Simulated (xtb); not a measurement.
Ga(F)2(OAc) (C2H3F2GaO2), SMILES CC(=O)[O][Ga]([F])[F]. All values are semi-empirical tight-binding results from xtb (GFN2-xTB unless named), good for trends rather than for accurate numbers. Geometry optimised at GFN2-xTB. Other conformers were not sampled.

Optimised geometry:

```xyz
10

Ga     0.2117     0.0897     0.7224
F      0.0222    -1.2082     1.8551
F      0.8802     1.6222     1.1788
O      0.7344    -0.4833    -1.1108
C     -0.4382    -0.1980    -1.4675
C     -0.8477    -0.3619    -2.8909
O     -1.2567     0.2363    -0.6180
H     -1.9292    -0.3106    -2.9767
H     -0.4660    -1.3058    -3.2732
H     -0.3962     0.4441    -3.4691
```
Charge 0, spin multiplicity 1.

For metal compounds this method's bond lengths and energies can be far off.

| Property | Result |
|---|---|
| orbital gap | 4.93 eV |
| zero-point energy | 32.8 kcal/mol |
| G − E(el) at 298.15 K (modified RRHO) | 10.2 kcal/mol |

Computed atomic charges and the Wiberg bond orders between heavy atoms:
charges (e) Ga1 0.35, F2 -0.19, F3 -0.19, O4 -0.28, C5 0.39, C6 -0.15, O7 -0.28, H8 0.11, H9 0.11, H10 0.12. Bond orders Ga1–F2 1.14, Ga1–F3 1.13, Ga1–O4 0.61, O4–C5 1.41, C5–C6 0.99, Ga1–O7 0.61, C5–O7 1.41.
